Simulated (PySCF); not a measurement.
A species of formula C8H7NO has this rotational fingerprint, computed with PySCF, PBE0-D3(BJ)/def2-SVP geometry optimisation, gas phase:

* Rotational constants: A = 3124, B = 828.3, C = 657.5 MHz
* Dipole components: |μa| = 5.50 D, |μb| = 2.32 D, |μc| = 0.00 D
* Inertial defect: -3.25 u·Å²
* κ: -0.86

Question: Which candidate fits, each taken in the one conformer that was computed?
A. `Cc1nc2ccccc2o1` (2-methylbenzoxazole)
B. `[CH3:1][O:2][c:3]1[cH:4][cH:5][cH:6][c:7]([C:8]#[N:9])[cH:10]1` with C1–O2–C3–C4 0°
C. `[CH2:1]=[N:2][c:3]1[cH:4][cH:5][c:6]([CH:7]=[O:8])[cH:9][cH:10]1` with C1–N2–C3–C4 -48°, C5–C6–C7–O8 0°
D. `[OH:1][c:2]1[cH:3][cH:4][cH:5][c:6]2[cH:7][cH:8][nH:9][c:10]12` with H–O1–C2–C3 0°

Answer: B. It is COc1cccc(C#N)c1, an asymmetric top, point group Cs. The candidates at the same level (rigid rotor, commonest isotopes):

```tsv
SMILES	A (MHz)	B (MHz)	C (MHz)	μa (D)	μb (D)	μc (D)	Δ (u·Å²)	point group	rotor
COc1cccc(C#N)c1	3124	828.3	657.5	5.50	2.32	0.00	-3.25	Cs	asymmetric top
Oc1cccc2cc[nH]c12	2211	1526	902.7	0.43	2.01	0.00	0.00	Cs	asymmetric top
Cc1nc2ccccc2o1	3895	1048	829.9	0.38	1.21	0.00	-3.18	Cs	asymmetric top
C=Nc1ccc(C=O)cc1	4377	740.6	643.5	3.02	0.49	1.02	-12.50	C1	near-prolate asymmetric top
```

`C=Nc1ccc(C=O)cc1` has A 40 % too high; `Oc1cccc2cc[nH]c12` has B 84 % too high; `Cc1nc2ccccc2o1` has B 26 % too high. In the right answer the mirror of this Cs structure is the ab plane, so μc vanishes by symmetry. No structure here is proved a minimum.
